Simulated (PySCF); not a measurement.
# AgI at RHF

Level: RHF. Ag def2-TZVPP with ECP28, I def2-TZVPP with ECP28; scalar-relativistic core potentials (PySCF 2.14).

| Property | Result |
| --- | --- |
| state | ¹Σ⁺ (singlet), closed shell |
| bond length | 2.670 Å |
| harmonic wavenumber | 181 cm⁻¹ |
| force constant | 1.12 mdyn/Å |
| rotational constant Be | 0.04074 cm⁻¹ |
| anharmonicity ωexe | 0.372 cm⁻¹ |
| vibration–rotation constant αe | 0.000123 cm⁻¹ |
| HOMO–LUMO gap | 8.21 eV |
| bond order (Mayer) | 0.82 |
| dipole moment (positive dipole means Ag(−)I(+)) | -7.17 D |

Spin–orbit coupling is left out, which matters for elements this heavy, above all for dissociation energies. Hartree–Fock leaves out correlation, which carries a large part of most bond energies and some tenths to 1 eV of ionisation energies.
